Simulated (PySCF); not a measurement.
Input of a run (PBE0-D3(BJ)/def2-SVP geometry optimisation, gas phase, def2 core potentials past Kr (PySCF 2.14.0)), started from GFN2-xTB:
```
{"job": {"xc": "PBE0", "basis": "def2-SVP", "d3": "d3bj", "grid": 1, "maxiter": 40, "kind": "geom"}, "charge": 0, "multiplicity": 1}
W     -0.329080     0.005790    -0.230300
N     -0.400160    -0.012540     1.562390
H     -0.256740    -0.024650     2.573880
N      1.332600    -0.005270    -0.907220
H      2.332830    -0.014480    -1.115920
F     -1.323420     1.436850    -0.926110
F     -1.356040    -1.385690    -0.956730
```

Output (energies in Eh, forces in Eh/bohr):
```
step   0  E = -377.05268374  max force = 0.043837
step   1  E = -377.06179570  max force = 0.032042
step   2  E = -377.06665170  max force = 0.009865
step   3  E = -377.06839869  max force = 0.004204
step   4  E = -377.06852924  max force = 0.002308
step   5  E = -377.06854596  max force = 0.000497
step   6  E = -377.06855541  max force = 0.000424
optimisation converged
```

**Question.** Summarise the run.

**Answer.** The energy falls by 10.0 kcal/mol over 7 energy and gradient evaluations, the largest force component goes from 0.0438 to 4.2e-04 Eh/bohr, and the atoms move by 0.233 Å rms after alignment. Among the bonds, W1–N2 and W1–N4 change most and about equally (-0.057 to -0.056 Å). Bonds longer at the end by more than 0.005 Å: 0 of 6; shorter: 4. Among the angles that change most is F6–W1–F7, from 97.6° to 117.8°. The energy never rose by more than 1e-6 Eh on the way. The first step brought 57 % of the lowering.

**Question.** What are the final bond lengths?

**Answer.** W1–N2 1.739 Å, W1–N4 1.737 Å, W1–F6 1.876 Å, W1–F7 1.876 Å, N2–H3 1.015 Å, N4–H5 1.015 Å. Numbering counts from 1 in the input's order; the species is W(NH)2F2 (`[NH]=[W](=[NH])([F])[F]`).

The run used 98 basis functions and 57 SCF cycles in all.

No frequency check.
